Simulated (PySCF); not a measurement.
Unrelated species, one level of theory. Theory: TDDFT wB97X-D/def2-SVPD, vertical, gas phase, core orbitals frozen in the response in PySCF 2.14.0, density-fitted response routines. Geometries: PBE0-D3(BJ)/def2-SVP; one conformer of each isolated species. Triplets are in the Tamm–Dancoff approximation.

Task: Rank by computed S1–T1 gap, lowest first.
A. `OB(O)C1CCCCC1`
B. `C[NH2+][B@H-](C)c1ccco1`
C. `[BH3-][O+]1[C@H](C[C@@H](C1)C)C#N`
D. `C/C=C\N(C=O)B(C)C`

Result: A (0.09 eV), D (0.81 eV), C (0.96 eV), B (1.90 eV).

```json
{"SMILES": "OB(O)C1CCCCC1", "S1−T1 (eV)": "0.09", "S1 (eV)": "7.61", "T1 (eV)": "7.52", "S1 mainly": "H→L (89%)", "T1 mainly": "H→L (78%)", "f(S1)": "0.038"}
{"SMILES": "C/C=C\\N(C=O)B(C)C", "S1−T1 (eV)": "0.81", "S1 (eV)": "5.15", "T1 (eV)": "4.34", "S1 mainly": "H-1→L (75%)", "T1 mainly": "H→L+2 (68%)", "f(S1)": "0.001"}
{"SMILES": "[BH3-][O+]1C[C@@H](C)C[C@@H]1C#N", "S1−T1 (eV)": "0.96", "S1 (eV)": "7.19", "T1 (eV)": "6.23", "S1 mainly": "H→L (73%)", "T1 mainly": "H-4→L (23%)", "f(S1)": "0.001"}
{"SMILES": "C[NH2+][B@H-](C)c1ccco1", "S1−T1 (eV)": "1.90", "S1 (eV)": "5.89", "T1 (eV)": "3.99", "S1 mainly": "H→L (44%)", "T1 mainly": "H→L+1 (78%)", "f(S1)": "0.143"}
```

H and L stand for HOMO and LUMO. For `C/C=C\N(C=O)B(C)C`, `[BH3-][O+]1C[C@@H](C)C[C@@H]1C#N` and `C[NH2+][B@H-](C)c1ccco1` the leading configurations of S1 and T1 differ. Singlets come from full response and triplets from the Tamm–Dancoff approximation.

Without π bonds the low states are Rydberg-like; a valence basis with one diffuse set may place them up to an eV too high.
